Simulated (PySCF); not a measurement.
Working with the constants of LiAs

UHF-CCSD(T) constants of LiAs, ³Σ⁻ (triplet), unpaired electrons π ↑↑ (basis Li def2-SVPD, As def2-SVPD; no relativity; PySCF 2.14; masses 7.0160 and 74.9216 u):

```
ωe              : 419.7 cm⁻¹
ωexe            : 3.02 cm⁻¹
Be              : 0.43371 cm⁻¹
αe              : 0.00477 cm⁻¹
D (centrifugal) : 1.85e-06 cm⁻¹
De to Li + As   : 1.32 eV
```

(1) Give the vibrational terms G(v) and spacings up to v = 6.

(2) How well does the Morse estimate ωe²/(4ωexe) reproduce De, and what is D0?

Correlated steps freeze 9 core orbitals. Correlated levels converge slowly with the basis: in double zeta they bind strong bonds too weakly, by up to about 1 eV, and carry superposition errors of some tenths. Spin–orbit coupling is left out. The state is the lowest determinant that a PBE0 search found; another state may lie lower at other levels.

## Answers

(1) G(v) = ωe(v+½) − ωexe(v+½)².

| v | G(v) (cm⁻¹) | G(v) − G(v−1) | Bv (cm⁻¹) |
| --- | --- | --- | --- |
| 0 | 209.1 |  | 0.4313 |
| 1 | 622.8 | 413.7 | 0.4266 |
| 2 | 1030.4 | 407.6 | 0.4218 |
| 3 | 1432.0 | 401.6 | 0.4170 |
| 4 | 1827.5 | 395.5 | 0.4122 |
| 5 | 2217.0 | 389.5 | 0.4075 |
| 6 | 2600.5 | 383.5 | 0.4027 |

(2) It gives 1.81 eV, 137 % of the computed De. D0 = De − G(0) = 1.32 − 0.03 = 1.29 eV.
